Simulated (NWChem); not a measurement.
System: vinylene carbonate (C3H2O3); SMILES o1ccoc1=O

Here is an NWChem input.

```
start job
memory heap 200 mb stack 900 mb global 1100 mb
geometry units angstroms noautoz
  O      0.000000     0.000000    -1.997115
  C      0.000000     0.000000    -0.801092
  O      0.000000     1.114600     0.018585
  C      0.000000     0.673803     1.325168
  C      0.000000    -0.673803     1.325168
  O      0.000000    -1.114600     0.018585
  H      0.000000     1.428056     2.116733
  H      0.000000    -1.428056     2.116733
end
basis spherical
  * library cc-pvdz
end
dft
  xc xtpss03 ctpss03
  iterations 150
  mulliken
end
task dft energy
```

The geometry was optimised at PBE-D3(BJ)/def2-SVP.

Task: What results follow from this input? (TPSS/cc-pVDZ.) Quantities: basis functions; energy (Ha); highest occupied level (eV); orbital gap (eV); dipole (D).

Result: number of basis functions: 94
energy (Ha): -341.25
highest occupied level (eV): -5.92
orbital gap (eV): 5.16
dipole (D): 4.17
